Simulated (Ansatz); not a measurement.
A structure relaxed at PBE0-D4/def2-TZVP, charge 0, multiplicity 1:

```xyz
9

F    -1.6766    1.7761    0.0001
Sn   -1.3018    0.0675   -0.7153
F    -0.4474    0.3899   -2.3698
O     0.0070   -0.7921    0.4666
C     1.1913   -0.2735    0.7782
F     2.1838   -1.0764    0.3999
F     1.3891    0.9202    0.1807
F     1.3045   -0.0839    2.0912
H    -2.6499   -0.9279   -0.8317
```

(1) Give its formula and SMILES.

(2) Point group (tolerance 0.08 Å, 0.16 Å for H)?

(3) Summarise the bond lengths by kind.

Answers

(1) CHF5OSn, `[F][SnH]([F])[O]C(F)(F)F`.

(2) Cs.

(3) 2 × F–Sn 1.890 Å; 1 × O–Sn 1.962 Å; 1 × H–Sn 1.680 Å; 1 × C–O 1.330 Å; 3 × C–F 1.331 to 1.349 Å.

Computed with Ansatz.
